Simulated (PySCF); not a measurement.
Unknowns

PySCF calculation with shieldings: GIAO PBE0/pcSseg-1 and geometry from GFN2-xTB; non-relativistic Hamiltonian, no solvent, a single conformation, rapidly exchanging positions averaged.

Chemical shifts δ = σref − σ; $^{1}$H (σ = 31.72 ppm), $^{13}$C (σ = 186.93 ppm) vs TMS, all at this level. Splittings of carbon signals by F and P are missing where no couplings were computed. Where no couplings were computed, multiplicities follow the n + 1 count of equivalent neighbours, and m marks all less simple cases (inequivalent or close neighbours, rings, F or P nearby). Shifts are as computed. Against solution values, carbons near 30 ppm lie about +3 ppm off and those near 130 ppm about +5 ppm. Of 1211 compounds with measured shifts, 218 miss one by over three times the rms of a fit or turn the order of signals round; such compounds aren't used in these exercises.

Q: C$_{5}$H$_{8}$FN. $^{1}$H NMR (400 MHz, computed): δ 5.53 (m, 1H), 3.07 (m, 2H), 2.94 (m, 2H), 2.41 (s, 3H). $^{13}$C{$^{1}$H} NMR (computed): δ 154.7 (C), 125.9 (CH), 54.0 (CH2), 42.0 (CH3), 33.4 (CH2). What is it?

A: `CN1C=C(F)CC1`. The formula gives 2 degrees of unsaturation (1 ring in the answer). 5 carbon signals for 5 carbons: no two carbons are equivalent. Carbon types of the structure: 1 × C, 1 × CH, 2 × CH2, 1 × CH3, which accounts for all hydrogens. δC 154.7: β carbon of an enol-ether or enamine type C=C. δC 125.9: alkene carbon bearing nitrogen; the olefinic region. δC 33.4: allylic sp3 CH2; saturated and bonded to C and H only. δH 5.53: hydrogen on an alkene carbon bearing nitrogen; attached to an sp2 carbon and in the plane of the double bond.

The data come from this structure; uniqueness wasn't tested.

Q: C$_{5}$H$_{6}$F$_{2}$OSi. $^{1}$H NMR (300 MHz, computed): δ 8.37 (m, 1H), 7.09 (m, 1H), 6.94 (m, 1H), 4.50 (s, 3H). $^{13}$C{$^{1}$H} NMR (computed): δ 154.8 (CH), 153.3 (C), 130.8 (C), 129.4 (CH), 118.0 (CH). Identify the compound.

A: `c1(C(F)F)coc([SiH3])c1`. The formula gives 3 degrees of unsaturation (1 ring in the answer). 5 carbon signals for 5 carbons: no two carbons are equivalent. Carbon types of the structure: 2 × C, 3 × CH, leaving 3 H on heteroatoms. δC 154.8: aromatic CH next to the ring oxygen. δC 153.3: substituted aromatic carbon next to the ring oxygen. δC 129.4: aromatic CH; the aromatic region. δC 118.0: sp3 CH bonded to 2 F, on an aromatic ring; 2 electronegative neighbours deshield it.

The shifts were computed for this structure.

Q: C$_{8}$H$_{12}$. $^{1}$H NMR (400 MHz, computed): δ 6.06 (m, 1H), 6.05 (m, 1H), 6.04 (m, 1H), 5.39 (m, 1H), 5.20 (m, 1H), 2.28 (m, 1H), 2.16 (m, 1H), 2.10 (m, 1H), 2.01 (m, 1H), 1.97 (m, 1H), 1.65 (m, 1H), 1.33 (m, 1H). $^{13}$C{$^{1}$H} NMR (computed): δ 154.4 (CH), 134.8 (CH), 134.3 (CH), 119.1 (CH2), 45.4 (CH), 36.5 (CH2), 32.9 (CH2), 29.7 (CH2). Give a structure.

A: SMILES C=C[C@@H]1CC=CCC1. The formula gives 3 degrees of unsaturation (1 ring in the answer). 8 carbon signals for 8 carbons: no two carbons are equivalent. Carbon types of the structure: 4 × CH, 4 × CH2, which accounts for all hydrogens. δC 154.4, 134.8, 134.3: alkene CH; as expected for a trigonal carbon in a double bond. δC 119.1: terminal =CH2 carbon; as expected for a trigonal carbon in a double bond. δH 6.06, 6.05, 6.04: hydrogen on an alkene CH; olefinic region. δH 5.39, 5.20: hydrogen on a terminal =CH2 carbon; a vinylic proton, deshielded by the sp2 carbon and the C=C anisotropy.

The shifts were computed for this structure.
